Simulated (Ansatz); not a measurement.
Reaction (substitution at a C–C bond): `CC(C)(C)[CH2][Ge]([F])([F])[F]` + HI → `CC(C)(C)I` + `[CH3][Ge]([F])([F])[F]`

Calculated with Ansatz (gas phase, PBE0-D4/def2-TZVP geometries, no zero-point term in ΔE). CCSD(T)/CBS adds triple-zeta CCSD(T) − MP2 to the extrapolated MP2 energy (def2 sets, frozen cores). Functionals use def2-TZVPP. Elements past krypton have def2 core potentials. For Ge, I outer-core shells are correlated without core-valence functions, which leaves a few kJ/mol of doubt a bond. Scalar relativity is left out up to krypton. One conformer a species, not always the lowest.

| level | ΔE (kcal/mol) |
| --- | --- |
| r2SCANh | -3.1 |
| RPA@PBE/def2-TZVPP | -0.9 |

What does CCSD(T)/CBS give? (Best estimate.)

Computed: -3.3 kcal/mol. The listed levels differ from it by 0.2, 2.4 kcal/mol.

Largest T1 diagnostic among the species: 0.012.

At CCSD(T), def2-SVP lies +6.2 kcal/mol from the extrapolated value and def2-TZVPP +1.8 kcal/mol. From PBE to PBE0 (25 % exact exchange), in def2-TZVPP and without D4, ΔE moves by +0.9 kcal/mol. Leaving LDA and LC-ωPBE aside and taking each functional with its dispersion term where it has one, the values, not all of them listed here, spread over 3.1 kcal/mol, from B2PLYP to CAM-B3LYP-D4. LDA lies +4.1 kcal/mol from PBE without D4.

CCSD(T)/CBS has its own doubt, a few kJ/mol and more with outer-core shells, so smaller differences from it don't rank the levels.
